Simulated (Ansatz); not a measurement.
Calculated with Ansatz (gas phase, PBE0-D4/def2-TZVP geometries, no zero-point term in ΔE). CBS: MP2 limit from def2 TZ/QZ plus the TZ coupled-cluster correction, frozen cores. This one scheme is used for every species, atoms too. Functionals use def2-TZVPP. B3LYP here is the variant with VWN-RPA as its local correlation; programs differ in this. HSE06 is defined as in plane-wave codes. Open shells (•) are unrestricted, without spin–orbit coupling. Spin–orbit coupling would lower the free atoms: a little for C, O, Si. Elements past krypton have def2 core potentials. For Sb outer-core shells are correlated without core-valence functions, so the limit isn't a true one: a few kJ/mol of doubt a bond, and 10 to 20 or more in all where bonds break to atoms. Each species was taken in one conformer, which may not be the lowest.

Consider the atomization: `[OH][SbH][CH2][SiH3]` → C• + 7 H• + O• + Sb• + Si•.

`[OH][SbH][CH2][SiH3]`:

```xyz
11

O    -1.659   -0.914    0.924
Sb   -0.133   -0.205    1.964
C     0.824    0.733    0.278
Si    0.143    0.183   -1.381
H    -2.493   -0.602    1.284
H     0.771   -1.648    1.770
H     0.725    1.816    0.383
H     1.889    0.490    0.333
H     0.157   -1.296   -1.501
H    -1.232    0.699   -1.596
H     1.008    0.744   -2.459
```

```tsv
level	ΔE (eV)	difference from CCSD(T)/CBS
LDA (SPW92)	40.77	4.73
PBE-D4	36.07	0.03
revPBE-D4	35.32	-0.72
BLYP-D4	35.87	-0.17
r2SCAN-D4	35.74	-0.30
B97M-V	36.10	0.06
PBE0-D4	35.45	-0.59
B3LYP-D4	35.90	-0.14
r2SCANh-D4	35.50	-0.54
r2SCAN0-D4	35.15	-0.89
HSE06-D4	35.45	-0.59
BHLYP-D4	34.91	-1.13
ωB97X-V	36.13	0.09
ωB97M-V	35.84	-0.20
PBE-QIDH	35.16	-0.88
PBE	35.80	-0.24
revPBE	34.56	-1.48
BLYP	35.27	-0.77
r2SCAN	35.68	-0.36
PBE0	35.21	-0.83
r2SCANh	35.43	-0.61
r2SCAN0	35.07	-0.97
HSE06	35.23	-0.81
BHLYP	34.54	-1.50
CAM-B3LYP	35.74	-0.30
LC-ωPBE	35.24	-0.80
HF/def2-SVP	24.76	-11.28
MP2/def2-SVP	32.93	-3.11
CCSD/def2-SVP	32.60	-3.44
CCSD(T)/def2-SVP	32.96	-3.08
HF/def2-TZVPP	25.16	-10.88
MP2/def2-TZVPP	34.91	-1.13
SCS-MP2/def2-TZVPP	35.10	-0.94
CCSD/def2-TZVPP	34.38	-1.66
CCSD(T)/def2-TZVPP	34.91	-1.13
HF/def2-QZVPP	25.26	-10.78
MP2/def2-QZVPP	35.59	-0.45
SCS-MP2/def2-QZVPP	35.87	-0.17
MP2/CBS(def2)	36.03	-0.01
CCSD/CBS(def2)	35.50	-0.54
CCSD(T)/CBS	36.04	0
```

Largest T1 diagnostic among the species: 0.014.

Leaving LDA and LC-ωPBE aside and taking each functional with its dispersion term where it has one, the values spread over 1.22 eV, from BHLYP-D4 to ωB97X-V. LDA lies +4.97 eV from PBE without D4, its usual overbinding. At CCSD(T), def2-SVP lies −3.08 eV from the extrapolated value and def2-TZVPP −1.13 eV: correlation converges slowly with the basis, and small sets miss more of it in the bonded molecule than in its fragments. From r2SCAN to r2SCAN0 (25 % exact exchange), in def2-TZVPP and without D4, ΔE moves by −0.60 eV: exact exchange takes away binding that semilocal exchange gives to molecules.

For atomizations the MP2-based limit and the directly extrapolated one differ by several kJ/mol either way, and by 10 to 25 for some Ge, Se and Sn compounds, so smaller differences from it don't rank the levels.
